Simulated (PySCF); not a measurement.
Harmonic spectrum computed at PBE0 in the def2-TZVP basis family (core potentials from Rb on, PySCF, no spin–orbit coupling):

```csv
ω (cm⁻¹),IR (km/mol)
104,12.4
336,40.9
563,88.1
```

**Question.** Which molecule gave it? In each, all ligands are bound to the one heavy central atom.
A. GaFCl (doublet)
B. SnFCl (singlet)
C. SiFCl (singlet)
D. GeFCl (singlet)
E. InFCl (doublet)

**Answer.** E. It has Cs symmetry with In–Cl 2.351 Å, In–F 1.958 Å.
